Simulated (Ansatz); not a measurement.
Gas-phase electronic energies from Ansatz, PBE0-D4/def2-TZVP geometries. CCSD(T)/CBS is the MP2 limit (def2-TZVPP, def2-QZVPP) plus CCSD(T) − MP2 in def2-TZVPP, frozen cores. This one scheme is used for every species. One conformer a species, not always the lowest.

Consider the hydrogenolysis of a B–O bond: `OB1CC1Cl` + H₂ → `ClC1BC1` + H₂O.

| species | CCSD(T)/CBS(def2) energy (Eh) |
| --- | --- |
| `OB1CC1Cl` | -638.25845 |
| H₂ | -1.17544 |
| `ClC1BC1` | -563.01451 |
| H₂O | -76.37941 |

Task: Work out ΔE.

Result: ΔE = (-563.01451) + (-76.37941) − (-638.25845) − (-1.17544) = 0.03997 Eh = +104.9 kJ/mol.

Task: What do rigid-rotor, harmonic-oscillator terms from PBE0-D4/def2-TZVP frequencies (298.15 K, 1 bar) make of the CCSD(T)/CBS value? (Estimate.)

Result: The calculation gave: ΔZPE = +9.5 kJ/mol, ΔH = +113.8 kJ/mol, ΔS = 37 J/(mol·K), ΔG = +102.8 kJ/mol.

Largest T1 diagnostic among the species: 0.012.

Leaving LDA and LC-ωPBE aside and taking each functional with its dispersion term where it has one, the values, not all of them listed here, spread over 9.7 kJ/mol, from PBE-QIDH to BLYP-D4. LDA lies +10.3 kJ/mol from PBE without D4. From PBE to PBE0 (25 % exact exchange), in def2-TZVPP and without D4, ΔE moves by −5.2 kJ/mol. At CCSD(T), def2-SVP lies +27.5 kJ/mol from the extrapolated value and def2-TZVPP +4.3 kJ/mol.
